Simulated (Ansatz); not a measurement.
Te2Mo. Charge 0, multiplicity 3. Geometry B3LYP-D4/def2-TZVP; atoms count from 1.

```xyz
3

Mo   -0.362   -0.565    0.597
Te   -1.703    0.812   -0.940
Te    2.066   -0.247    0.343
```

In the def2 sets Mo, Te take a core potential; there is no spin–orbit coupling. The charge 0 triplet is spin-contaminated (final ⟨S²⟩ up to 2.43, 2.00 for a pure state). The structure comes from a short search, and lower isomers may exist.

Estimate the Mulliken populations from the PBE0/def2-TZVP orbitals of Ansatz.


| atom | charge (e) | spin (α − β) | d electrons |
| --- | --- | --- | --- |
| Mo1 | 0.49 | 3.19 | 4.68 |
| Te2 | -0.25 | -0.59 | – |
| Te3 | -0.25 | -0.59 | – |
Mulliken values and Mayer orders depend strongly on the basis.

Where does the spin sit?

Summed by element: Mo 3.19, Te -1.19, of 2 unpaired in all. Largest on single atoms: Mo1 3.19, Te2 -0.59, Te3 -0.59.

And the Mayer bond orders between bonded heavy atoms (over 0.3)?

Mo1–Te2 2.02 (2.46 Å); Mo1–Te3 2.02 (2.46 Å). Values over 0.3 also appear between atoms too far apart for a bond (Te2–Te3 0.36 at 4.12 Å); they arise where an orbital or an unpaired electron spreads over both atoms.
